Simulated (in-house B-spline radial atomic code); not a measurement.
## Tl²⁺: [Kr] 4d9 4f14 5s2 5p6 5d10 6s1 10g1 (an excited or competing configuration)

Level of theory: Dirac-Hartree-Fock, average of configuration, Fermi nucleus of rms radius 5.4759 fm; calculated with a radial B-spline atomic code at the basis-set limit.

Screening seen three ways: the hydrogenic charge with the same mean radius, Z_r = [3n² - l(l+1)]/(2<r>), the one with the same energy, Z_e = n√(-2ε), and Slater's rules. Values are occupation-weighted means over j. An effective charge above Z reflects the relativistic contraction of the inner shells.

| shell | electrons | ε (eV) | <r> (bohr) | Z_r | Z_e | Slater |
| --- | --- | --- | --- | --- | --- | --- |
| 1s | 2 | -86158 | 0.01632 | 91.91 | 79.58 | 80.70 |
| 2s | 2 | -15535 | 0.06803 | 88.19 | 67.58 | 76.85 |
| 2p | 6 | -13505 | 0.0618 | 80.91 | 63.01 | 76.85 |
| 3s | 2 | -3817.5 | 0.1767 | 76.42 | 50.25 | 69.75 |
| 3p | 6 | -3215.4 | 0.1779 | 70.26 | 46.12 | 69.75 |
| 3d | 10 | -2526.5 | 0.1626 | 64.56 | 40.88 | 59.85 |
| 4s | 2 | -926.02 | 0.3904 | 61.48 | 33.00 | 53.25 |
| 4p | 6 | -721.81 | 0.4138 | 55.59 | 29.13 | 53.25 |
| 4d | 9 | -465.48 | 0.4388 | 47.86 | 23.40 | 42.20 |
| 5s | 2 | -191.22 | 0.8772 | 42.75 | 18.74 | 24.20 |
| 4f | 14 | -184.63 | 0.4585 | 39.26 | 14.73 | 31.45 |
| 5p | 6 | -131.4 | 0.9913 | 36.82 | 15.54 | 24.20 |
| 5d | 10 | -56.602 | 1.273 | 27.11 | 10.20 | 10.85 |
| 6s | 1 | -39.544 | 2.167 | 24.92 | 10.23 | 6.70 |
| 10g | 1 | -1.2258 | 46.6 | 3.00 | 3.00 | - |

The least bound orbital is 10g7/2 at -1.226 eV, and it is also the most diffuse (<r> = 46.6 bohr). The part-filled 4d shell lies below the filled 5d shell in orbital energy.

Spin-orbit splittings of the orbital energies (j = l + 1/2 above j = l - 1/2 when positive): 2p 2069 eV, 3p 466.3 eV, 3d 98.69 eV, 4p 115.5 eV, 4d 21.87 eV, 4f 4.88 eV, 5p 21.93 eV, 5d 2.723 eV, 10g -3.305e-05 eV.

For the 1s electron the small component carries 9.52 % of the norm, the zero-frequency Breit interaction raises the level by 329.5 eV, self-energy by 212.8 eV, and vacuum polarisation lowers it by 44.72 eV.

The density falls to 0.001 bohr⁻³ at 3.427 bohr; Σ<r²> = 2483.7 bohr² gives, by the non-relativistic formula and without the paramagnetism of open shells, a Langevin diamagnetic susceptibility of -1967×10⁻⁶ cm³/mol.
